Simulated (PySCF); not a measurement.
# Nuclear quadrupole coupling in `O=C(F)CCC(F)(F)F`

Species: C4H4F4O.
Cartesian coordinates in Å at the GFN2-xTB level; atoms count from 1:
```xyz
13
C4H4F4O angstrom
O     -1.603    1.277   -1.133
C     -1.665    0.677   -0.123
F     -2.633    0.969    0.786
C     -0.836   -0.475    0.362
C      0.442   -0.641   -0.460
C      1.546    0.266    0.056
F      1.886   -0.035    1.321
F      2.661    0.154   -0.675
F      1.203    1.559    0.056
H     -0.617   -0.337    1.424
H     -1.461   -1.369    0.275
H      0.816   -1.664   -0.402
H      0.257   -0.381   -1.504
```

Field gradients from the PBE0/pcSseg-1 density (PySCF, non-relativistic), principal values in atomic units, ordered |Vxx| ≤ |Vyy| ≤ |Vzz|:

```
atom     Vxx     Vyy      Vzz
  O1  0.4270  1.1361  -1.5631
```

Problem. Find the asymmetry η = (Vxx − Vyy)/Vzz and the couplings χ = eQV/h (234.96 MHz × Q in barn × V in au), with Q(17O) = −0.0256 b.

Solution. 
| atom | environment | nucleus | η | χzz (MHz) | χxx (MHz) | χyy (MHz) |
| --- | --- | --- | --- | --- | --- | --- |
| O1 | carbonyl oxygen | 17O | 0.45 | 9.40 | -2.57 | -6.83 |

Problem. What is Vzz at O1 in SI units (1 au = 9.71736 × 10²¹ V/m²)?

Solution. -1.5631 au = -15.189 × 10²¹ V/m².

Problem. And the gradient at the other heavy atoms, for which no coupling is worked out here?

Solution. 
```
atom                    environment  Vzz (au)     η
  C2             acyl halide carbon    -0.521  0.37
  F3                  acyl fluorine     2.517  0.38
  C4  sp3 carbon next to a carbonyl     0.111  0.69
  C5               chain CH2 carbon    -0.126  0.93
  C6                     CF3 carbon    -0.448  0.03
  F7        fluorine of a CF3 group     2.872  0.05
  F8        fluorine of a CF3 group     2.904  0.04
  F9        fluorine of a CF3 group     2.885  0.06
```

Problem. What couplings would deuterons (Q(2H) = 0.00286 b) have in place of the hydrogens, at this geometry?

Solution. 
```tsv
atom	bonded to	bond length (Å)	Vzz (au)	η	χzz (kHz)
H10	C4	1.093	0.2926	0.03	197
H11	C4	1.094	0.2969	0.04	200
H12	C5	1.090	0.2998	0.05	201
H13	C5	1.092	0.2914	0.05	196
```

Geometry: GFN2-xTB, one conformer, isolated molecule. GFN2-xTB bond lengths can be off by several hundredths of an ångström, more for odd bonds, and the gradients follow them. These gradients aren't converged with respect to the basis.
